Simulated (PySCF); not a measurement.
# Relaxation of triplet PdH4

All numbers come from PySCF, UPBE0, basis Pd def2-TZVP with ECP28, H def2-TZVP (scalar-relativistic core potentials, no spin–orbit coupling, density fitting). A (50,194) grid was used.

A hand-made see-saw start, of C2v symmetry, held to at least that symmetry:

Coordinates in bohr (charge 0 multiplicity 3):
```
Pd    0.0000    0.0000   -0.0370
H     0.0000    2.8614    0.2134
H     0.0000   -2.8614    0.2134
H     2.2635    0.0000    1.7314
H    -2.2635    0.0000    1.7314
```

Optimiser trace:
| step | E − E(last) (kJ/mol) | largest gradient (Eh/bohr) |
| --- | --- | --- |
| 0 | 99.52 | 0.05401 |
| 1 | 57.50 | 0.03784 |
| 2 | 22.03 | 0.02037 |
| 3 | 15.78 | 0.01726 |
| 4 | 3.06 | 0.00551 |
| 5 | 1.03 | 0.00333 |
| 6 | 0.31 | 0.00303 |
| 7 | 0.12 | 0.00212 |
| 8 | 0.03 | 0.00114 |
| 9 | 0.00 | 0.00039 |
| 10 | 0.00 | 0.00007 |

It ends at C4v with Pd–H 1.581 Å (×4); H–Pd–H 77.8° (×4), H–Pd–H 125.2° (×2) (after a last refinement on a finer grid). A frequency run shows a minimum.

Final geometry:
Z-matrix (Å, degrees; charge 0 multiplicity 3):
```
Pd
H  1 1.5811
H  1 1.5811 2 125.17
H  1 1.5811 2 77.76 3 -65.28
H  1 1.5811 2 77.76 3 65.28
```

Other spin states or occupations of the open shell can lie lower. At this level a singlet minimum of D2 symmetry lies 299 kJ/mol below this structure.
